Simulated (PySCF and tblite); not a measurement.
C5H5FO, numbered as in [O:1]=[CH:2]/[CH:3]=[CH:4]/[CH:5]=[CH:6]\[F:7].

The ensemble was built from 90 distance-geometry starts (ETKDG and KDG, MMFF94s, GFN2-xTB) and rests on GFN2-xTB geometries. Weights use PBE0-D3(BJ)/pcSseg-1 energies plus GFN2-xTB zero-point and thermal terms (modes under about 100 cm⁻¹ blended into free rotors). Symmetry numbers and mirror images are counted. Conformers within 2.5 kcal/mol (GFN2-xTB free energy) were kept, 5 at most. Couplings: B3LYP/6-31G* with pcJ-1 on H, F (gas phase; spin-dipole term only for pairs with B, N, F, Si or P). Couplings are for ¹⁹F, ¹H. H–H couplings come out 0.1 to 0.9 Hz lower than with pcJ-1 on all atoms. (PySCF 2.14, tblite 0.8.)

Torsions listed: O1–C2–C3–C4, C3–C4–C5–C6.

```json
{"conformer": "1", "shape": "180°, 180°", "weight %": "88.6"}
{"conformer": "2", "shape": "0°, 180°", "weight %": "9.8"}
{"conformer": "3", "shape": "180°, -2°", "weight %": "1.3"}
{"conformer": "4", "shape": "0°, 0°", "weight %": "0.3"}
```

(1) Give the couplings in each conformer and the averages at 298.15 K (pairs that fast motion interchanges averaged).

Computed couplings to fluorine can be off by tens of per cent at such levels.

Answers

(1) 
```
 coupling  pairs     1     2     3     4  average (Hz)
³J(H5,F7)      1  31.6  31.6  37.6  39.2          31.7
²J(H6,F7)      1  88.4  87.9  88.3  89.3          88.4
³J(H2,H3)      1   7.0   1.6   6.9   1.8           6.5
³J(H3,H4)      1  15.3  14.8  16.3  16.0          15.2
³J(H4,H5)      1  10.9  11.7   9.1   9.6          11.0
³J(H5,H6)      1   5.6   5.6   6.5   6.4           5.6
```


Conformer gaps in pcSseg-1 on xTB geometries can be 2 kcal/mol off for S=O, P=O and other polar bonds.